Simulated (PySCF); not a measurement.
Bond stretch in SMILES [SeH2]. The Se1–H3 bond (Se1 also carries H; H3 carries nothing else) is varied alone, starting from the PBE0/def2-TZVP optimised geometry.

Methods: RMP2/6-31G* = PySCF with restricted MP2 (frozen core)/6-31G*, spherical d; UHF/3-21G = unrestricted Hartree-Fock/3-21G run with PySCF 2.14.0; UKS-r2SCAN = unrestricted r2SCAN/cc-pVDZ run with PySCF 2.14.0; UKS-BP86/6-31G* = PySCF with unrestricted BP86/6-31G*, spherical d.

Energies are in kcal/mol, each relative to the lowest point of its own curve near equilibrium.

| R / Å | RMP2/6-31G* | UHF/3-21G | UKS-r2SCAN | UKS-BP86/6-31G* |
|---|---|---|---|---|
| 1.17 | 40.2 | 36.6 | 39.2 | 42.0 |
| 1.25 | 18.7 | 16.9 | 18.3 | 20.2 |
| 1.32 | 7.7 | 6.9 | 7.6 | ? |
| 1.39 | 1.9 | 1.8 | 2.0 | 2.6 |
| 1.42 | 0.7 | 0.7 | 0.8 | 1.2 |
| 1.47 | 0.0 | 0.0 | 0.0 | 0.0 |
| 1.52 | 0.6 | 0.5 | 0.5 | ? |
| 1.57 | 2.3 | 1.9 | 2.1 | 1.3 |
| 1.61 | 4.2 | 3.6 | 3.9 | ? |
| 1.69 | 9.1 | 8.0 | 8.6 | 6.9 |
| 1.84 | 20.9 | 19.0 | 19.8 | 17.1 |
| 1.97 | 32.0 | 29.1 | 30.6 | 26.9 |
| 2.18 | 49.5 | 39.3 | 47.9 | 42.8 |
| 2.42 | 67.2 | ? | 63.0 | 59.1 |
| 2.65 | 81.0 | 48.2 | 71.4 | 71.1 |
| 2.90 | ? | 49.7 | 76.9 | 78.1 |
| 3.25 | 102.3 | 50.7 | 80.7 | 82.6 |
| 3.59 | 106.0 | ? | 82.3 | 84.5 |
| 3.93 | 104.7 | 51.3 | 83.0 | 85.3 |
| 4.43 | 96.4 | 51.4 | 83.4 | 85.7 |
| 5.15 | 77.0 | 51.4 | 83.5 | 85.8 |

Problem. Some entries are withheld; supply them.

Solution. 
- 1.32, UKS-BP86/6-31G*: 8.9
- 1.52, UKS-BP86/6-31G*: 0.1
- 1.61, UKS-BP86/6-31G*: 2.8
- 2.42, UHF/3-21G: 45.3
- 2.90, RMP2/6-31G*: 92.4
- 3.59, UHF/3-21G: 51.1

The restricted form behind RMP2/6-31G* keeps the bonding electrons paired and can't separate into open-shell fragments. The unrestricted determinant behind UHF/3-21G is spin-contaminated at 1.97 to 5.15 Å (<S²> up to 1.0, against 0.00 for a pure singlet). The unrestricted determinant behind UKS-r2SCAN is spin-contaminated at 2.42 to 5.15 Å (<S²> up to 1.0, against 0.00 for a pure singlet). The unrestricted determinant behind UKS-BP86/6-31G* is spin-contaminated at 2.65 to 5.15 Å (<S²> up to 1.0, against 0.00 for a pure singlet).
